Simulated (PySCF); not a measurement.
C₂H₈BFN₂, singlet, geometry from GFN2-xTB, atoms displaced at random by about 0.08 Å a coordinate; R2SCAN/STO-3G, gradient run with PySCF.

PySCF was given this input:
```python
from pyscf import gto, scf, dft

mol = gto.M(
    atom='''
B    -0.27836420    0.10234157    0.38308814
F    -0.27094133   -0.01490818    1.63758426
N     0.89771732   -0.58312813   -0.20114430
C     1.84138305   -1.60534746    0.50040918
H     1.04208685   -0.62688226   -1.15690079
H     2.90154142   -1.15308462    0.29677621
H     1.70713230   -2.37525425    0.00791073
H     1.53937447   -1.41735875    1.57014419
N    -1.08840958    0.93236823   -0.34356567
C    -1.21285476    1.20679861   -1.67495605
H    -1.76906701    1.28407115    0.35717237
H    -1.26613339    2.31101364   -2.09662938
H    -2.22338299    0.94611523   -2.13327656
H    -0.48915138    0.71238775   -2.22549153
''',
    basis='sto-3g',
    verbose=4,
)

mf = dft.RKS(mol)
mf.xc = 'r2scan'
mf.grids.level = 5
mf.kernel()
g = mf.nuc_grad_method()
g.grid_response = False
grad = g.kernel()
```

Question: Predict the main parts of the log of this PySCF run.

Answer: 
```
PySCF version 2.14.0

[INPUT] verbose = 4
[INPUT] num. atoms = 14
[INPUT] num. electrons = 48
[INPUT] charge = 0
[INPUT] spin (= nelec alpha-beta = 2S) = 0
[INPUT] symmetry False subgroup None
[INPUT] Mole.unit = angstrom
[INPUT] Symbol           X                Y                Z      unit          X                Y                Z       unit  Magmom
[...]
nuclear repulsion = 238.186735601713
number of shells = 26
number of NR pGTOs = 114
number of NR cGTOs = 38
basis = sto-3g
ecp = {}

******** <class 'pyscf.dft.rks.RKS'> ********
method = RKS
initial guess = minao
damping factor = 0
level_shift factor = 0
DIIS = <class 'pyscf.scf.diis.CDIIS'>
diis_start_cycle = 1
diis_space = 8
diis_damp = 0
SCF conv_tol = 1e-09
SCF conv_tol_grad = None
SCF max_cycles = 50
direct_scf = True
direct_scf_tol = 1e-13
XC library pyscf.dft.libxc version 7.1.2
    S. Lehtola, C. Steigemann, M. J. T. Oliveira, and M. A. L. Marques,  SoftwareX 7, 1–5 (2018)
XC functionals = r2scan
    J. W. Furness, A. D. Kaplan, J. Ning, J. P. Perdew, and J. Sun,  J. Phys. Chem. Lett. 11, 8208–8215 (2020)
    J. W. Furness, A. D. Kaplan, J. Ning, J. P. Perdew, and J. Sun,  J. Phys. Chem. Lett. 11, 9248–9248 (2020)
    J. W. Furness, A. D. Kaplan, J. Ning, J. P. Perdew, and J. Sun,  J. Phys. Chem. Lett. 11, 8208–8215 (2020)
    J. W. Furness, A. D. Kaplan, J. Ning, J. P. Perdew, and J. Sun,  J. Phys. Chem. Lett. 11, 9248–9248 (2020)
radial grids:
    Treutler-Ahlrichs [JCP 102, 346 (1995); DOI:10.1063/1.469408] (M4) radial grids

becke partition: Becke, JCP 88, 2547 (1988); DOI:10.1063/1.454033
pruning grids: <function nwchem_prune>
grids dens level: 5
symmetrized grids: False
atomic radii adjust function: <function treutler_atomic_radii_adjust>
small_rho_cutoff = 0
Set gradient conv threshold to 3.16228e-05
Initial guess from minao.
tot grids = 445544
init E= -311.657344474735
[...]
cycle= 1 E= -310.872274705124  delta_E= 0.785  |g|= 0.513  |ddm|= 4.67
[...]
cycle= 2 E= -310.859495862928  delta_E= 0.0128  |g|= 0.571  |ddm|= 1.46
[...]
cycle= 3 E= -310.957773630358  delta_E= -0.0983  |g|= 0.09  |ddm|=  0.8
[...]
cycle= 4 E= -310.960401736238  delta_E= -0.00263  |g|= 0.0188  |ddm|= 0.153
[...]
cycle= 5 E= -310.960510747842  delta_E= -0.000109  |g|= 0.00292  |ddm|= 0.0292
[...]
cycle= 6 E= -310.960514073909  delta_E= -3.33e-06  |g|= 0.000396  |ddm|= 0.00552
[...]
cycle= 7 E= -310.960514128734  delta_E= -5.48e-08  |g|= 0.000131  |ddm|= 0.000785
[...]
cycle= 8 E= -310.960514134328  delta_E= -5.59e-09  |g|= 2.15e-05  |ddm|= 0.000211
[...]
cycle= 9 E= -310.960514134495  delta_E= -1.67e-10  |g|= 5.78e-06  |ddm|= 3.8e-05
[...]
Extra cycle  E= -310.960514134489  delta_E= 6.37e-12  |g|= 7.82e-06  |ddm|= 1.85e-05
converged SCF energy = -310.960514134489

******** <class 'pyscf.grad.rks.Gradients'> for <class 'pyscf.dft.rks.RKS'> ********
unit = Eh/Bohr
grid_response = False
--------------- RKS gradients ---------------
         x                y                z
0 B    -0.1153500624     0.0585177192     0.0732154752
1 F     0.0268212987    -0.0004174832    -0.1009483636
2 N     0.0195240189     0.0009876525    -0.0749628427
3 C    -0.0279585711    -0.2862770265    -0.0921128099
4 H    -0.0100248950     0.0021696352     0.0851343783
5 H     0.0328635322     0.0272897061    -0.0155191361
6 H     0.0275488617     0.2093582820     0.0950646343
7 H    -0.0118723107     0.0301753406     0.0160355770
8 N     0.0295767789    -0.0172388859    -0.0872207519
9 C     0.0957793767    -0.0822789887     0.1013158103
10 H     0.0162709086    -0.0179326913     0.0182374420
11 H    -0.0246664513     0.0274823495    -0.0359268047
12 H    -0.0140473591     0.0183661315    -0.0132661468
13 H    -0.0444343010     0.0294696544     0.0320652156
----------------------------------------------
```
